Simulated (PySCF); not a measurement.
# Spin–spin couplings to the heavy atom in `COCC[SeH]`, C₃H₈OSe

Cartesian coordinates in Å; atom numbers follow the order of the lines, from 1:
```xyz
13

C    -1.373    0.910   -0.422
O    -0.382    0.928    0.561
C     0.082   -0.332    0.952
C     0.904   -1.053   -0.106
Se    2.457   -0.015   -0.691
H    -2.217    0.251   -0.140
H    -0.993    0.581   -1.408
H    -1.753    1.935   -0.529
H    -0.771   -0.984    1.237
H     0.698   -0.168    1.849
H     1.301   -1.988    0.313
H     0.294   -1.317   -0.983
H     1.725    1.258   -0.614
```

Calculated values (PySCF 2.14 with density-fitted X2C routines): indirect couplings, PBE0/pcJ-1 (dyall-v2z on Se), isolated molecule, Gaussian nuclear model, structure from PBE0-D3(BJ)/def2-SVP.

Non-relativistic values:
```tsv
coupling	atoms	J (Hz)
1J(77Se,13C)	Se5 – C4	-65.6
1J(77Se,1H)	Se5 – H13	6.6
2J(77Se,13C)	Se5 – C3	0.5
2J(77Se,1H)	Se5 – H11/H12	18.8
3J(77Se,17O)	Se5 – O2	7.0
3J(77Se,1H)	Se5 – H9/H10	2.6
```

**Question.** What do two-component X2C with spin–orbit coupling give?

**Answer.** 
| coupling | atoms | with spin–orbit (Hz) |
| --- | --- | --- |
| 1J(77Se,13C) | Se5 – C4 | -77.0 |
| 1J(77Se,1H) | Se5 – H13 | -31.9 |
| 2J(77Se,13C) | Se5 – C3 | 0.5 |
| 2J(77Se,1H) | Se5 – H11/H12 | 21.5 |
| 3J(77Se,17O) | Se5 – O2 | 8.0 |
| 3J(77Se,1H) | Se5 – H9/H10 | 1.7 |

The largest listed coupling, 1J(77Se,13C), ends at 1.17 times its non-relativistic value. Equivalent partners are averaged, as under fast rotation. In the static structure 2J(77Se,1H) spreads over 36.6, 6.3 Hz.
